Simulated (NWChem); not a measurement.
System: C2H3I; SMILES C(I)=C

The following NWChem deck was run.

```
start job
memory heap 200 mb stack 900 mb global 1100 mb
geometry units angstroms noautoz
  C     -0.356303     2.440913     0.000000
  C      0.520824     1.443424     0.000000
  I     -0.010335    -0.581253     0.000000
  H     -1.437364     2.281381     0.000000
  H      0.007103     3.473679     0.000000
  H      1.603099     1.594300     0.000000
end
basis spherical
  * library def2-tzvpd
end
ecp
  I library def2-ecp
end
dft
  xc xpbe96 cpbe96
  iterations 150
  mulliken
end
task dft energy
```

The geometry was optimised at PBE0/def2-SVP. def2 effective core potentials on I; no spin-orbit coupling.

Task: What results follow from this input? (PBE/def2-TZVPD with def2 effective core potentials on I.) Quantities: energy (Ha); highest occupied level (eV); orbital gap (eV); dipole (D).

Result: 
| Item | Result |
|---|---|
| energy (Ha) | -375.60 |
| highest occupied level (eV) | -6.05 |
| orbital gap (eV) | 4.34 |
| dipole (D) | 1.21 |
